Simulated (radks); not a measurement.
Values are calculated unless marked as measured or tabulated.
Question: The mean radii <r> (bohr) of the occupied orbitals of an atom or ion are listed with their occupations. Code: a radial shooting solver on a logarithmic mesh with Libxc functionals. Model: Dirac Kohn-Sham, LDA (Slater exchange, Perdew-Wang correlation), spin-unpolarised, spherical densities, point nucleus.

| orbital | occ. | <r> |
|---|---|---|
| 1s1/2 | 1 | 0.02748 |

Name the element and its charge. Open shells, if any, fill j = l - 1/2 first.

Answer: Z = 52, tellurium, charge +51: Te51+ in 1s1. The 1s radius gives Z: for a bare nucleus <r> = (2 gamma + 1)/(2Z) with gamma = sqrt(1 - (Z/c)^2), 0.02741 bohr for Z = 52, and the self-interaction of the functional makes it slightly larger (0.02748 here). The occupations add up to 1, and the charge is Z minus that.
